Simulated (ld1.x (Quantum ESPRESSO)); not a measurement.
# Pseudopotential generation for Te: PAW, PBEsol, scalar-relativistic.

```json
{
 "Element": "tellurium (Te)",
 "Generator": "ld1.x (Quantum ESPRESSO) 7.5",
 "Type": "PAW",
 "Functional": "PBEsol",
 "Relativity": "scalar-relativistic",
 "Frozen core": "[Kr]",
 "Valence charge": "16",
 "Reference configuration": "4d10 5s1 5p5",
 "Partial waves": "5s (bound): rcut 1.55, rcutus 1.80 bohr; 5s channel at 0.4 Ry: rcut 1.55, rcutus 1.80 bohr; 5p (bound): rcut 1.50, rcutus 2.10 bohr; 5p channel at 4.75 Ry: rcut 1.50, rcutus 2.10 bohr; 4d (bound): rcut 1.55, rcutus 1.70 bohr; 4d channel at 0.3 Ry: rcut 1.55, rcutus 1.70 bohr",
 "Local potential": "all-electron potential smoothed inside 1.55 bohr (lloc = -2)",
 "Core correction": "Bessel-smoothed model core, default radius (core density twice the valence density)",
 "Augmentation charge": "PSQ, inside the norm-conserving radii"
}
```

- Cutoffs needed: 40 Ry and 80 Ry (the cutoffs (Ry, on a coarse ladder) from which the occupation-weighted sum of valence levels, in a spherical-Bessel basis at the reference potential, stays within 10 and 1 mRy of its value at 400 Ry)
- Ghost test: no extra level below or beside the all-electron valence levels (s, p, d, f tested) (spherical-Bessel basis up to 400 Ry, 20 bohr box)
- Largest excitation error: -87 meV (all-electron minus pseudo) for 4d9 5s2 5p5, out of 7 test configurations
- Lowest eigenvalue of the overlap operator: 0.09 (d channel)
- Density cutoff estimated by the generator: 196 Ry
